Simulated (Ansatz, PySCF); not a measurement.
Te(I)(GeH3) (GeH3ITe), SMILES [GeH3][Te]I. Atoms are numbered in the order given.

```xyz
6

Te     0.0585     0.2064     1.1707
I      0.1025    -1.6630    -0.8574
Ge    -0.2539     2.2020    -0.4597
H     -0.3157     3.4548     0.4384
H      0.9481     2.2717    -1.4172
H     -1.5665     2.0216    -1.2414
```

Geometry optimised at B3LYP-D3(BJ)/def2-SVP. The structure was generated by enumeration, and PubChem lists no compound with its InChIKey, so it may never have been made. The def2 effective core potentials stand for the cores of I, Te; spin–orbit coupling is left out.

Two levels are set side by side: PBE-D3(BJ)/def2-SVP (Ansatz, a quantum-chemistry and plane-wave program) and B3LYP-D3(BJ)/def2-SVP (Ansatz). Each level has its own optimised geometry; the coordinates shown are those of the second. Frequencies come from the Hessian of PySCF at each geometry. Differences are taken from unrounded values.

| quantity | B3LYP-D3(BJ) |
|---|---|
| mean bond length (Å) | 1.995 |
| bond Te1–I2 (Å) | 2.759 |
| bond Te1–Ge3 (Å) | 2.596 |
| bond Ge3–H4 (Å) | 1.543 |
| bond Ge3–H5 (Å) | 1.538 |
| bond Ge3–H6 (Å) | 1.538 |
| highest harmonic wavenumber (cm⁻¹) | 2149 |
| mean harmonic wavenumber (cm⁻¹) | 877 |
| zero-point energy (kcal/mol) | 15.04 |

Q: What does PBE-D3(BJ) give, and how far is it from B3LYP-D3(BJ)? (Estimate from the structure and the level; the computed values follow.)

A: 
```json
[
 {"quantity": "mean bond length (Å)", "PBE-D3(BJ)": "1.998", "PBE-D3(BJ) minus B3LYP-D3(BJ)": "0.003"},
 {"quantity": "bond Te1–I2 (Å)", "PBE-D3(BJ)": "2.750", "PBE-D3(BJ) minus B3LYP-D3(BJ)": "-0.008"},
 {"quantity": "bond Te1–Ge3 (Å)", "PBE-D3(BJ)": "2.592", "PBE-D3(BJ) minus B3LYP-D3(BJ)": "-0.004"},
 {"quantity": "bond Ge3–H4 (Å)", "PBE-D3(BJ)": "1.553", "PBE-D3(BJ) minus B3LYP-D3(BJ)": "0.010"},
 {"quantity": "bond Ge3–H5 (Å)", "PBE-D3(BJ)": "1.548", "PBE-D3(BJ) minus B3LYP-D3(BJ)": "0.010"},
 {"quantity": "bond Ge3–H6 (Å)", "PBE-D3(BJ)": "1.548", "PBE-D3(BJ) minus B3LYP-D3(BJ)": "0.010"},
 {"quantity": "highest harmonic wavenumber (cm⁻¹)", "PBE-D3(BJ)": "2099", "PBE-D3(BJ) minus B3LYP-D3(BJ)": "-50"},
 {"quantity": "mean harmonic wavenumber (cm⁻¹)", "PBE-D3(BJ)": "852", "PBE-D3(BJ) minus B3LYP-D3(BJ)": "-25"},
 {"quantity": "zero-point energy (kcal/mol)", "PBE-D3(BJ)": "14.61", "PBE-D3(BJ) minus B3LYP-D3(BJ)": "-0.44"}
]
```
